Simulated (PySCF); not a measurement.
Br3In. Atoms are numbered in the order given.

```xyz
4

In     0.0000     0.0000     0.0000
Br    -2.4831     0.0000     0.0000
Br     1.2416     2.1504     0.0000
Br     1.2416    -2.1504     0.0000
```

Coordinates come from a PBE-D3(BJ)/def2-SVP optimisation. The isomer is the one that the SMILES or the coordinates give; other isomers of the formula were not compared. The def2 effective core potentials stand for the cores of In; spin–orbit coupling is left out.

Calculation: PySCF 2.14.0 with IEF-PCM-ωB97X/def2-SVP.

The values are the electrostatic part of the solvation free energy, E(continuum) − E(gas) at the gas-phase geometry, in a cavity of scaled van der Waals radii (PySCF's table); cavitation and dispersion terms are not included. A continuum can't describe solvent molecules that bind to the metal. In vacuum the orbital gap is 9.67 eV. The dipole moment in vacuum is 0.00 D.

Computed values in water (ε = 78.36), acetonitrile (ε = 35.69), 2-propanol (ε = 19.26):
```json
[
 {"solvent": "water", "ε": "78.36", "ΔG(elec) (kcal/mol)": "-6.9", "dipole (D)": "0.00", "gap (eV)": "9.89"},
 {"solvent": "acetonitrile", "ε": "35.69", "ΔG(elec) (kcal/mol)": "-6.7", "dipole (D)": "0.00", "gap (eV)": "9.88"},
 {"solvent": "2-propanol", "ε": "19.26", "ΔG(elec) (kcal/mol)": "-6.4", "dipole (D)": "0.00", "gap (eV)": "9.87"}
]
```
